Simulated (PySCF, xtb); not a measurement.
CH₄OZn, SMILES [CH3][Zn][OH].

GFN2-xTB (xtb 6.7.1) at its own geometry gives an orbital gap of 4.66 eV and a dipole moment of 2.04 D.

Geometry: r2SCAN-D4/def2-TZVP. A frequency run showed that this geometry is not a minimum. The isomer is the one that the SMILES or the coordinates give; other isomers of the formula were not compared. The values are those of a single conformer.

**Question.** What does ωB97X/def2-TZVPD (PySCF) give? (Estimate from the structure and the level; the computed values follow.)

**Answer.** gap 11.73 eV (levels -10.62 and 1.11 eV), dipole 1.86 D.
